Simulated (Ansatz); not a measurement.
CH$_{6}$BBrOSi (`BO[SiH](C)Br`), relaxed with RKS PBE-D4/def2-SVP in the Gaussian-basis code of Ansatz from a rough embedded geometry. The force threshold is 0.03 eV/Å; the program also tests the step.

Charge 0, multiplicity 1.

Start:

```xyz
11

B     2.231    0.005   -0.182
O     0.999    0.198   -0.868
Si   -0.207   -0.244    0.260
C    -1.871    0.500   -0.220
Br   -0.403   -2.475    0.446
H     2.822    0.828    0.406
H     2.807   -1.075   -0.274
H     0.089    0.359    1.648
H    -1.745    1.612   -0.364
H    -2.629    0.228    0.441
H    -2.092    0.063   -1.293
```

| step | energy (eV) | largest force (eV/Å) | largest move (Å) |
| --- | --- | --- | --- |
| 1 | -81751.3522 | 4.056 | 0.000 |
| 2 | -81751.7247 | 1.263 | 0.189 |
| 3 | -81751.8534 | 0.809 | 0.101 |
| 4 | -81751.9843 | 0.733 | 0.200 |
| 5 | -81752.0550 | 1.135 | 0.196 |
| 6 | -81752.1232 | 0.632 | 0.191 |
| 7 | -81752.1987 | 0.304 | 0.200 |
| 8 | -81752.2307 | 0.256 | 0.179 |
| 9 | -81752.2348 | 0.595 | 0.191 |
| 10 | -81752.2534 | 0.404 | 0.077 |
| 11 | -81752.2611 | 0.324 | 0.045 |
| 12 | -81752.2692 | 0.231 | 0.061 |
| 13 | -81752.2714 | 0.037 | 0.032 |
| 14 | -81752.2715 | 0.027 | 0.020 |

End:

```xyz
11

B     2.289    0.043   -0.335
O     1.088    0.443    0.154
Si   -0.365   -0.246    0.679
C    -1.747    0.488   -0.337
Br   -0.329   -2.475    0.431
H     3.101    0.916   -0.592
H     2.526   -1.143   -0.506
H    -0.466    0.053    2.141
H    -1.729    1.594   -0.257
H    -2.728    0.119    0.026
H    -1.639    0.207   -1.404
```

It took 18 s on 4 threads of an Intel Xeon Platinum 8488C on a shared host, with 0.2 GiB of host memory at the peak.
